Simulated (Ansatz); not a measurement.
Cost and result for the atomization energy of CH₃IOSi, SMILES `I[SiH]1CO1` (7 atoms, 7 bonds).

Z-matrix (Å, degrees):
```
Si
C 1 1.799
O 1 1.650 2 50.8
I 1 2.410 2 122.2 3 -101.6
H 1 1.474 2 124.8 3 99.1
H 2 1.088 1 122.7 3 -98.8
H 2 1.088 1 120.9 3 99.6
```

The species carries charge 0 and has multiplicity 1. Correlated methods include outer-core shells of I, which these sets cover unevenly. I takes the def2 core potential. The structure was optimised at the PBE0-D4/def2-TZVP level. Program: Ansatz. All runs use 2 threads of an AMD EPYC 7B13 on a shared host. Times are those of one run each, without the atoms' runs, and a repeat can differ threefold. Electronic energies, without spin–orbit coupling; frozen cores. CCSD(T)/CBS adds CCSD(T) − MP2 in def2-TZVPP to the MP2 limit, and its time is that of the two runs behind it. T1 = 0.012. With those shells the extrapolation isn't a true limit. B3LYP takes the VWN-RPA correlation (the form of Gaussian; ORCA's B3LYP/G).

CCSD(T)/CBS is a level of theory with its own doubt, some kJ/mol a heavy atom from the limit and from the frozen cores, so smaller differences don't rank the functionals.

```csv
level,functions,wall time,atomization (kcal/mol),difference from CCSD(T)/CBS,per bond
LDA (SPW92)/def2-TZVPP,196,1.2 s,667.4,90.8,13.0
BLYP-D4/def2-TZVPP,196,2 s,570.9,-5.7,-0.8
revPBE-D4/def2-TZVPP,196,2.1 s,571.6,-5.0,-0.7
PBE0-D4/def2-TZVPP,196,3.4 s,573.9,-2.7,-0.4
CAM-B3LYP-D4/def2-TZVPP,196,3.6 s,571.1,-5.5,-0.8
CCSD(T)/def2-SVP,87,4.4 s,525.7,-50.9,-7.3
B3LYP-D4/def2-TZVPP (with forces),196,5.5 s,569.3,-7.3,-1.0
r2SCANh-D4/def2-TZVPP,196,5.5 s,572.2,-4.4,-0.6
ωB97X-V/def2-TZVPP,196,8.5 s,575.7,-0.9,-0.1
ωB97M-V/def2-TZVPP (with forces),196,11 s,573.6,-3.0,-0.4
MP2/def2-QZVPP,356,17 s,585.4,8.8,1.3
CCSD(T)/def2-TZVPP,196,110 s,556.0,-20.6,-2.9
CCSD(T)/CBS(def2),–,2 min,576.6,0.0,0.0
```

The D4 term adds +6.5 kcal/mol with B3LYP and +3.4 kcal/mol with PBE0; it sums over pairs of atoms, weighted by their polarisabilities, and B3LYP, whose exchange is more repulsive, gets the larger term. From r2SCAN to r2SCAN0 (25 % exact exchange), in def2-TZVPP and without D4, the atomization energy moves by −13.3 kcal/mol: exact exchange takes away binding that semilocal exchange gives to molecules. Leaving LDA and LC-ωPBE aside and taking each functional with its dispersion term where it has one, the values, not all of them listed here, spread over 39.8 kcal/mol, from BHLYP-D4 to PBE-D4. LDA lies +83.1 kcal/mol from PBE without D4, its usual overbinding.

Spin–orbit coupling would lower the free I atoms strongly, and the atomization energy with them, by more than many differences here.
